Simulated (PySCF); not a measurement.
Species: C₅H₃O₃ (doublet state).
Numbering: `[O:1]=[C:2]([OH:3])[c:4]1[cH:5][c:6][o:7][cH:8]1` (hydrogens: H9 on O3; H10 on C5; H11 on C8)

Structure optimised with GFN2-xTB, isolated species. This method treats the open shell by occupation alone, without spin polarisation.

**Question.** Give the optimised bond lengths and angles.

**Answer.** 
```tsv
bond	length (Å)
O1=C2	1.206
C2–O3	1.337
C2–C4	1.462
C4–C5	1.437
C5–C6	1.348
C6–O7	1.327
O7–C8	1.337
C4–C8	1.376
O3–H9	0.970
C5–H10	1.067
C8–H11	1.072
```

A selection of angles:
```tsv
angle	degrees
O1–C2–O3	123.1
O1–C2–C4	123.6
O3–C2–C4	113.2
C2–O3–H9	110.1
C2–C4–C5	127.5
C2–C4–C8	126.0
C5–C4–C8	106.5
C4–C5–C6	103.2
C4–C5–H10	127.2
C6–C5–H10	129.6
C5–C6–O7	113.8
C6–O7–C8	106.6
O7–C8–H11	118.9
C4–C8–O7	109.8
C4–C8–H11	131.3
```

Dihedral angles: O1–C2–C4–C5 180° (antiperiplanar); H9–O3–C2–O1 0° (synperiplanar).

The 4 C–O bonds span 1.206 Å (O1=C2, drawn double) to 1.337 Å (O7–C8, aromatic), a spread of 0.131 Å. C2 (carbon bonded to C and 2 O) is planar (angles 123.6°, 123.1° and 113.2°, sum 360.0°, 0.00 Å off the plane of its three neighbours). Of the pairs four or more bonds apart, O3···H10 is among the closest relative to their van der Waals radii: 2.75 Å, 101 % of the sum of Bondi's values. C5 (carbon bonded to 2 C and H) is planar (angles 129.6°, 127.2° and 103.2°, sum 360.0°, 0.00 Å off the plane of its three neighbours). O3 (oxygen bonded to C and H) is bent (angle 110.1°). C6 (carbon bonded to C and O) is bent (angle 113.8°). C8 (carbon bonded to C, O and H) is planar (angles 131.3°, 118.9° and 109.8°, sum 360.0°, 0.00 Å off the plane of its three neighbours).

Point group: Cs (tolerance 0.08 Å). Not checked by GFN2-xTB frequencies. Torsions: O1–C2–O3–H 0°, O1–C2–C4–C5 180°.

One conformer stands for the species.

All values are computed, not measured.
